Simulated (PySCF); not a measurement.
Stepwise substitution at one centre (Al NH2-H). All species are isolated molecules in the gas phase. Strings in code marks are SMILES.

The S1 excitation (TDA) from two functionals at the same geometries (r2SCAN-D4/def2-TZVP), both in PySCF: PBE-D3(BJ)/def2-TZVP and r2SCAN-D4/def2-TZVP. Excitations are Tamm–Dancoff values on a coarser integration grid. The basis has no diffuse functions, so Rydberg states are missing or too high.

```csv
species,PBE-D3(BJ)/def2-TZVP (eV),r2SCAN-D4/def2-TZVP (eV)
0 of 3 NH2 replaced by H (`[NH2][Al]([NH2])[NH2]`),4.87,5.65
1 of 3 NH2 replaced by H (`[NH2][AlH][NH2]`),5.31,6.06
2 of 3 NH2 replaced by H (`[NH2][AlH2]`),5.72,6.14
```

Over these rows, drawn at random from the members with no instability flagged (it was tested for open shells, ions and some series alone), PBE minus r2SCAN-D4: mean -0.65 eV, from -0.78 eV to -0.42 eV.
